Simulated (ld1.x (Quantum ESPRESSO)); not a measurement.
# N TM: all-electron and pseudo phase curves

```
Element                 : N (Z = 7)
Generator               : ld1.x (Quantum ESPRESSO) 7.5
Type                    : norm-conserving Troullier–Martins (Kleinman–Bylander form)
Functional              : PBEsol
Relativity              : non-relativistic
Frozen core             : [He]
Valence charge          : 5
Reference configuration : 2s2 2p1 (charge +2)
Partial waves           : 2s (bound): rc 0.95 bohr; 2p (bound): rc 1.85 bohr; 3d channel at 0.25 Ry: rc 1.70 bohr
Local potential         : all-electron potential smoothed inside 1.75 bohr (lloc = -1)
Core correction         : none
```

The phase is arctan(r·u′/u) with u = r·R(r), unwrapped; energies in Ry, scanned from -6 to 5 Ry. A pole is an energy at which the radial function vanishes at the test radius. The pseudo phase is shifted by a multiple of π to meet the all-electron one at the reference energy, and phase errors are pseudo minus all-electron; the curves can meet again beyond the range given. Levels narrower than the energy grid can be missing from the lists of poles.

```csv
channel,radius (bohr),reference energy (Ry),"poles, all-electron","poles, pseudo",unbroken range about the reference energy with phases within 0.05 rad,phase error 1 Ry above the reference energy (rad)
s,2.01,-3.60,-3.06,-3.05,below 0.2,+0.002
p,2.01,-2.75,-2.26,-2.25,below 0.0,+0.005
d,2.01,0.25,3.09,3.10,the whole range,+0.000
```

Phases in the s channel:

```
E (Ry)  all-electron  pseudo
 -6.00         1.272   1.272
 -5.74         1.252   1.253
 -5.48         1.227   1.228
 -5.22         1.194   1.195
 -4.96         1.147   1.148
 -4.70         1.073   1.075
 -4.44         0.940   0.942
 -4.18         0.633   0.637
 -3.92        -0.205  -0.202
 -3.66        -1.075  -1.075
 -3.40        -1.399  -1.399
 -3.14        -1.540  -1.540
 -2.88        -1.621  -1.619
 -2.62        -1.675  -1.673
 -2.36        -1.717  -1.714
 -2.10        -1.753  -1.749
 -1.84        -1.785  -1.781
 -1.58        -1.817  -1.811
 -1.32        -1.850  -1.842
 -1.06        -1.886  -1.875
 -0.80        -1.926  -1.912
 -0.54        -1.973  -1.954
 -0.28        -2.030  -2.003
 -0.02        -2.102  -2.064
  0.24        -2.196  -2.142
  0.50        -2.325  -2.243
  0.76        -2.505  -2.380
  1.02        -2.759  -2.569
  1.28        -3.090  -2.826
  1.54        -3.449  -3.145
  1.80        -3.758  -3.476
  2.06        -3.986  -3.759
  2.32        -4.148  -3.972
  2.58        -4.263  -4.125
  2.84        -4.347  -4.237
  3.10        -4.411  -4.320
  3.36        -4.461  -4.384
  3.62        -4.502  -4.435
  3.88        -4.535  -4.476
  4.14        -4.563  -4.509
  4.40        -4.588  -4.537
  4.66        -4.609  -4.562
  4.92        -4.627  -4.583
```
